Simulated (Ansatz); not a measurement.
Geometry optimisation, Ansatz 0.2.0, RHF/def2-SVP.

input.yaml

```yaml
crystal:
  periodic: [false, false, false]
  atoms:
    - { symbol: Ga, position_ang: [0.0, 0.0, 0.0] }
    - { symbol: O, position_ang: [0.0, 0.0, 1.79] }
    - { symbol: H, position_ang: [-0.9095, -0.2814, 2.1271] }
    - { symbol: Cl, position_ang: [1.9398, 0.0, -1.12] }
    - { symbol: "N", position_ang: [-1.6714, 0.0, -0.965] }
    - { symbol: H, position_ang: [-2.3403, -0.8164, -0.8664] }
    - { symbol: H, position_ang: [-1.9204, 0.8164, -1.5936] }
basis:
  gaussian: { orbitals: def2-SVP }
hamiltonian:
  xc: hf
relax:
  f_tol: 0.02
  max_steps: 40
```

Run as:

```bash
$ ansatz run input.yaml --threads 1 --pin off --max-ram 2048MiB --backend cpu --events-out ev --progress --plain --runs-dir out
```

**Question.** Where does it end, and by what steps?

**Answer.** The run converged. After 8 steps the energy has fallen by 0.850 eV; H7 moved furthest, 0.81 Å.

| step | energy less start (eV) | largest force component (eV/Å) | accepted |
| --- | --- | --- | --- |
| 0 | 0.0000 | 2.835 | yes |
| 1 | -0.4959 | 2.884 | yes |
| 2 | -0.6432 | 2.080 | yes |
| 3 | -0.7939 | 0.491 | yes |
| 4 | -0.8321 | 0.395 | yes |
| 5 | -0.8377 | 0.325 | yes |
| 6 | -0.8498 | 0.072 | yes |
| 7 | -0.8500 | 0.033 | yes |
| 8 | -0.8502 | 0.003 | yes |

```xyz
7
Properties=species:S:1:pos:R:3
Ga -0.088 0.010 -0.023
O -0.003 -0.245 1.719
H -0.786 -0.397 2.224
Cl 1.776 0.347 -1.031
N -1.619 0.002 -0.970
H -2.531 -0.147 -0.587
H -1.652 0.149 -1.959
```

Whether the end is a true minimum wasn't checked by a vibrational analysis.

Time of the run: 18 s on 1 thread of Arm Neoverse V2, on a shared host, peak memory 0.19 GiB.
